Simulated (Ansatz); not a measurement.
`C=C=N[SiH](F)F`, relaxed with RKS PBE0-D4/def2-TZVP in Ansatz 0.2.0 from a PBE-D4/def2-SVP geometry. The force threshold is 0.005 eV/Å; the program also tests the step.

Charge 0, multiplicity 1.

Start:

```xyz
9

C     0.379   -1.333   -1.788
C    -0.140   -0.603   -0.815
N    -0.685    0.061    0.062
Si   -0.288    1.092    1.392
F     1.313    1.176    1.654
F    -0.949    0.432    2.716
H     0.628   -2.390   -1.614
H     0.578   -0.886   -2.772
H    -0.836    2.451    1.167
```

```
        step  energy (eV)  largest force (eV/Å)  largest move (Å)
           1  -16918.6630                 1.231             0.000
           2  -16918.7558                 0.723             0.059
3 (rejected)  -16918.7424                 0.695             0.157
           4  -16918.7781                 0.207             0.078
5 (rejected)  -16918.7769                 0.297             0.076
           6  -16918.7826                 0.020             0.037
7 (rejected)  -16918.7821                 0.048             0.050
8 (rejected)  -16918.7824                 0.046             0.021
           9  -16918.7827                 0.007             0.011
          10  -16918.7828                 0.024             0.008
          11  -16918.7828                 0.025             0.005
          12  -16918.7828                 0.003             0.002
```

End:

```xyz
9

C     0.380   -1.301   -1.755
C    -0.157   -0.601   -0.794
N    -0.708    0.031    0.077
Si   -0.285    1.060    1.367
F     1.279    1.125    1.603
F    -0.926    0.457    2.677
H     0.642   -2.337   -1.588
H     0.573   -0.844   -2.716
H    -0.799    2.411    1.130
```

Run time 28 s (4 threads of a server CPU on a shared host); peak host memory 0.57 GiB.
